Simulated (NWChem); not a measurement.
All runs are NWChem calculations. System: sulfur trioxide (O3S), charge 0, spin multiplicity 1, at a geometry optimised with B3LYP/def2-SVP. Level: CAM-B3LYP/def2-TZVP.

Job file:

```
start mol
memory heap 200 mb stack 900 mb global 1100 mb
geometry units angstroms nocenter noautoz
  O      0.000000     0.000000     1.451393
  S      0.000000     0.000000     0.000003
  O     -1.256947     0.000000    -0.725699
  O      1.256947     0.000000    -0.725699
  symmetry group C2v
end
basis spherical
  * library def2-tzvp
end
dft
  xc xcamb88 1.00 lyp 0.81 vwn_5 0.19 hfexch 1.00
  cam 0.33 cam_alpha 0.19 cam_beta 0.46
  direct
  iterations 100
end
task dft energy
```

Output (cleaned and shortened):

```
             Northwest Computational Chemistry Package (NWChem) 7.3.0
             --------------------------------------------------------

                                NWChem Input Module
                                -------------------

 Scaling coordinates for geometry "geometry" by  1.889725989
 (inverse scale =  0.529177249)

 Turning off AUTOSYM since
 SYMMETRY directive was detected!

                             Geometry "geometry" -> ""
                             -------------------------

 Output coordinates in angstroms (scale by  1.889725989 to convert to a.u.)

  No.       Tag          Charge          X              Y              Z
 ---- ---------------- ---------- -------------- -------------- --------------
    1 O                    8.0000     0.00000000     0.00000000     1.45139300
    2 S                   16.0000     0.00000000     0.00000000     0.00000300
    3 O                    8.0000    -1.25694700     0.00000000    -0.72569900
    4 O                    8.0000     1.25694700     0.00000000    -0.72569900

 Effective nuclear repulsion energy (a.u.)     180.4221728855

            Nuclear Dipole moment (a.u.)
            ----------------------------
        X                 Y               Z
 ---------------- ---------------- ----------------
     0.0000000000     0.0000000000     0.0000151178

      Symmetry information
      --------------------

 Group name             C2v
 Group number             16
 Group order               4
 No. of unique centers     3

      Symmetry unique atoms

     1    2    3


 Summary of "ao basis" -> "" (spherical)
 ------------------------------------------------------------------------------
       Tag                 Description            Shells   Functions and Types
 ---------------- ------------------------------  ------  ---------------------
 *                         def2-tzvp                  on all atoms

                                 NWChem DFT Module
                                 -----------------

 Summary of "ao basis" -> "ao basis" (spherical)
 ------------------------------------------------------------------------------
[...]
              MO Center= -2.9D-14, -8.8D-17, -2.1D-04, r^2= 2.6D+00
   Bfn.  Coefficient  Atom+Function         Bfn.  Coefficient  Atom+Function
  ----- ------------  ---------------      ----- ------------  ---------------
     6      0.295293  1 O  px                76      0.255774  3 O  pz
   107     -0.255774  4 O  pz                 9      0.243081  1 O  px
    79      0.210551  3 O  pz               110     -0.210551  4 O  pz
    12      0.171950  1 O  px                82      0.148938  3 O  pz
   113     -0.148938  4 O  pz                74     -0.147691  3 O  px

 Vector   21  Occ=0.000000D+00  E=-6.074807D-02  Symmetry=b2
              MO Center= -2.2D-14, -4.3D-14, -8.2D-06, r^2= 2.1D+00
   Bfn.  Coefficient  Atom+Function         Bfn.  Coefficient  Atom+Function
  ----- ------------  ---------------      ----- ------------  ---------------
    47      0.529523  2 S  py                50      0.454511  2 S  py
    13     -0.254172  1 O  py                81     -0.254180  3 O  py
   112     -0.254180  4 O  py                 7     -0.239393  1 O  py
    75     -0.239395  3 O  py               106     -0.239395  4 O  py
    44      0.222204  2 S  py                10     -0.197129  1 O  py

 Vector   22  Occ=0.000000D+00  E=-5.312232D-02  Symmetry=a1
              MO Center=  1.8D-15,  4.3D-14, -2.8D-06, r^2= 2.1D+00
   Bfn.  Coefficient  Atom+Function         Bfn.  Coefficient  Atom+Function
  ----- ------------  ---------------      ----- ------------  ---------------
    36      1.918452  2 S  s                  5     -0.383413  1 O  s
    73     -0.383418  3 O  s                104     -0.383418  4 O  s
    14      0.338612  1 O  pz                80     -0.293251  3 O  px
   111      0.293251  4 O  px                34     -0.232388  2 S  s
     8      0.213162  1 O  pz                11      0.210785  1 O  pz

 Vector   23  Occ=0.000000D+00  E= 1.755093D-01  Symmetry=b1
              MO Center= -8.9D-15,  2.5D-17,  1.3D-01, r^2= 3.9D+00
   Bfn.  Coefficient  Atom+Function         Bfn.  Coefficient  Atom+Function
  ----- ------------  ---------------      ----- ------------  ---------------
    49      2.433641  2 S  px                73      1.549829  3 O  s
   104     -1.549829  4 O  s                 46      0.623861  2 S  px
    82      0.527037  3 O  pz               113     -0.527037  4 O  pz
    12     -0.506402  1 O  px                80      0.406441  3 O  px
   111      0.406441  4 O  px                 6     -0.228295  1 O  px

 center of mass
 --------------
 x =   0.00000000 y =   0.00000000 z =   0.00000038

 moments of inertia (a.u.)
 ------------------
         180.485275663743           0.000000000000           0.000000000000
           0.000000000000         360.971225555517           0.000000000000
           0.000000000000           0.000000000000         180.485949891774

     Multipole analysis of the density
     ---------------------------------

     L   x y z        total         alpha         beta         nuclear
     -   - - -        -----         -----         ----         -------
     0   0 0 0     -0.000000    -20.000000    -20.000000     40.000000

     1   1 0 0     -0.000000     -0.000000     -0.000000      0.000000
     1   0 1 0     -0.000000     -0.000000     -0.000000      0.000000
     1   0 0 1     -0.000123     -0.000069     -0.000069      0.000015

     2   2 0 0    -23.463575    -56.867634    -56.867634     90.271693
     2   1 1 0     -0.000000     -0.000000     -0.000000      0.000000
     2   1 0 1      0.000000      0.000000      0.000000      0.000000
     2   0 2 0    -18.743439     -9.371720     -9.371720      0.000000
     2   0 1 1     -0.000000     -0.000000     -0.000000      0.000000
     2   0 0 2    -23.463980    -56.867668    -56.867668     90.271355

 Task  times  cpu:       35.5s     wall:       35.5s

 Total times  cpu:       35.5s     wall:       35.5s
```
